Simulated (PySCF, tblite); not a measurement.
Species: C4H6NO3S (charge -1).
SMILES with atom numbers: `[O:1]=[S:2](=[O:3])([O-:4])[C@H:5]1[CH2:6][CH:7]=[N:8][CH2:9]1` (hydrogens: H10 on C5; H11, H12 on C6; H13 on C7; H14, H15 on C9)
Bond orders are those of one Lewis drawing.

Computed with GFN2-xTB (tblite), gas phase: nudged elastic band of 9 images (0 to 8), spring 0.2 eV/Å², climbing image at the end, force threshold 0.05 eV/Å. The top image wasn't refined or checked by frequencies; at this threshold it can lie a kcal/mol or more above the true saddle point of the method.

Path: rotation about C5–S2 (sp3 carbon bound to sulfur, sulfonyl sulfur), followed by the dihedral C9–C5–S2–O4.

Image 0 (start, dihedral 179°):
```
atom  x, y, z in Å
O1      1.389   -0.358    1.671
S2      1.814   -0.042    0.309
O3      2.499    1.242    0.185
O4      2.494   -1.149   -0.362
C5      0.241    0.165   -0.627
C6     -0.591   -1.077   -0.366
C7     -1.784   -0.499    0.331
N8     -1.779    0.745    0.529
C9     -0.541    1.302    0.027
H10     0.507    0.336   -1.665
H11    -0.034   -1.732    0.311
H12    -0.868   -1.647   -1.257
H13    -2.619   -1.103    0.659
H14     0.036    1.687    0.873
H15    -0.768    2.139   -0.641
```

Image 8 (end, 0.000 eV, dihedral -60°):
```
atom  x, y, z in Å
O1      2.348   -1.471    0.059
S2      1.809   -0.136    0.317
O3      1.399    0.069    1.704
O4      2.619    0.950   -0.229
C5      0.238   -0.084   -0.642
C6     -0.714   -1.063    0.019
C7     -1.818   -0.156    0.468
N8     -1.673    1.073    0.230
C9     -0.398    1.286   -0.420
H10     0.488   -0.306   -1.675
H11    -0.211   -1.507    0.884
H12    -1.076   -1.867   -0.627
H13    -2.704   -0.516    0.972
H14     0.242    1.866    0.252
H15    -0.552    1.868   -1.333
```

Question: What do the inner images look like?

Answer: 
Image 1: +0.010 eV, dihedral -165°
```
atom  x, y, z in Å
O1      1.438   -0.665    1.581
S2      1.825   -0.056    0.309
O3      2.351    1.301    0.443
O4      2.647   -0.927   -0.528
C5      0.242    0.131   -0.626
C6     -0.618   -1.083   -0.324
C7     -1.800   -0.458    0.348
N8     -1.770    0.791    0.505
C9     -0.527    1.307   -0.025
H10     0.515    0.259   -1.669
H11    -0.079   -1.711    0.394
H12    -0.897   -1.688   -1.190
H13    -2.645   -1.034    0.703
H14     0.062    1.732    0.794
H15    -0.749    2.109   -0.736
```

Image 2: +0.026 eV, dihedral -150°
```
atom  x, y, z in Å
O1      1.537   -0.944    1.449
S2      1.838   -0.070    0.313
O3      2.208    1.288    0.708
O4      2.759   -0.669   -0.651
C5      0.241    0.101   -0.620
C6     -0.643   -1.085   -0.278
C7     -1.817   -0.417    0.366
N8     -1.768    0.838    0.471
C9     -0.520    1.313   -0.083
H10     0.527    0.179   -1.665
H11    -0.113   -1.692    0.465
H12    -0.930   -1.718   -1.121
H13    -2.667   -0.966    0.748
H14     0.077    1.774    0.711
H15    -0.734    2.078   -0.835
```

Image 3: +0.039 eV, dihedral -134°
```
atom  x, y, z in Å
O1      1.655   -1.180    1.268
S2      1.846   -0.082    0.317
O3      2.062    1.210    0.968
O4      2.833   -0.381   -0.718
C5      0.240    0.070   -0.616
C6     -0.666   -1.085   -0.228
C7     -1.828   -0.374    0.386
N8     -1.764    0.884    0.430
C9     -0.510    1.316   -0.144
H10     0.535    0.095   -1.661
H11    -0.137   -1.677    0.530
H12    -0.965   -1.745   -1.047
H13    -2.685   -0.894    0.795
H14     0.092    1.804    0.631
H15    -0.713    2.047   -0.932
```

Image 4 (top): +0.045 eV, dihedral -118°
```
atom  x, y, z in Å
O1      1.782   -1.362    1.046
S2      1.847   -0.091    0.319
O3      1.906    1.071    1.206
O4      2.869   -0.074   -0.725
C5      0.239    0.038   -0.617
C6     -0.683   -1.085   -0.175
C7     -1.833   -0.330    0.408
N8     -1.755    0.929    0.384
C9     -0.493    1.315   -0.206
H10     0.534    0.008   -1.662
H11    -0.155   -1.662    0.595
H12    -0.998   -1.770   -0.967
H13    -2.696   -0.817    0.842
H14     0.111    1.821    0.556
H15    -0.682    2.016   -1.026
```

Image 5: +0.044 eV, dihedral -104°
```
atom  x, y, z in Å
O1      1.911   -1.480    0.801
S2      1.841   -0.099    0.319
O3      1.748    0.880    1.400
O4      2.865    0.224   -0.672
C5      0.240    0.006   -0.623
C6     -0.693   -1.083   -0.122
C7     -1.831   -0.285    0.428
N8     -1.738    0.969    0.340
C9     -0.470    1.311   -0.265
H10     0.525   -0.076   -1.667
H11    -0.169   -1.641    0.663
H12    -1.023   -1.795   -0.883
H13    -2.700   -0.741    0.884
H14     0.136    1.833    0.485
H15    -0.645    1.985   -1.109
```

Image 6: +0.030 eV, dihedral -89°
```
atom  x, y, z in Å
O1      2.050   -1.538    0.545
S2      1.828   -0.109    0.316
O3      1.589    0.640    1.548
O4      2.817    0.507   -0.564
C5      0.240   -0.026   -0.633
C6     -0.698   -1.079   -0.071
C7     -1.824   -0.241    0.446
N8     -1.715    1.006    0.301
C9     -0.443    1.305   -0.320
H10     0.509   -0.157   -1.677
H11    -0.181   -1.605    0.737
H12    -1.041   -1.823   -0.795
H13    -2.700   -0.664    0.921
H14     0.172    1.841    0.412
H15    -0.607    1.951   -1.187
```

Image 7: +0.010 eV, dihedral -74°
```
atom  x, y, z in Å
O1      2.201   -1.530    0.297
S2      1.813   -0.120    0.315
O3      1.455    0.366    1.645
O4      2.726    0.758   -0.411
C5      0.239   -0.059   -0.644
C6     -0.705   -1.074   -0.025
C7     -1.817   -0.197    0.460
N8     -1.687    1.041    0.268
C9     -0.414    1.295   -0.370
H10     0.493   -0.235   -1.685
H11    -0.194   -1.560    0.812
H12    -1.060   -1.851   -0.709
H13    -2.699   -0.587    0.951
H14     0.216    1.847    0.335
H15    -0.572    1.913   -1.258
```

The largest changes of bonds and angles from start to top: S2–C5 1.842 → 1.865 Å, O1=S2 1.461 → 1.466 Å, C6–C7 1.497 → 1.494 Å, C6–H11 1.094 → 1.097 Å, S2–C5–H10 107.2 → 104.3°, S2–C5–C6 106.8 → 109.0°, S2–C5–C9 107.7 → 109.6°. GFN2-xTB torsional profiles can miss by a kcal/mol or more and can put conformers in the wrong order.

Question: What do single points at PBE0/pcSseg-1 (PySCF, no dispersion term) give on some images?

Answer: 
```tsv
image	GFN2-xTB E (eV)	DFT E (eV)	HOMO (eV)	LUMO (eV)
0	0.000	0.000	-2.23	3.63
2	0.026	0.059	-2.23	3.65
4	0.045	0.093	-2.26	3.66
6	0.030	0.051	-2.22	3.64
8	0.000	-0.001	-2.23	3.62
```

Energies count from image 0 at each level. At the GFN2-xTB top the DFT energy is 2.2 kcal/mol against 1.0; the geometries weren't optimised at the DFT level.

What follows is the cost of the whole band run. Rough CPU time on one thread of a shared machine: about 9 s.
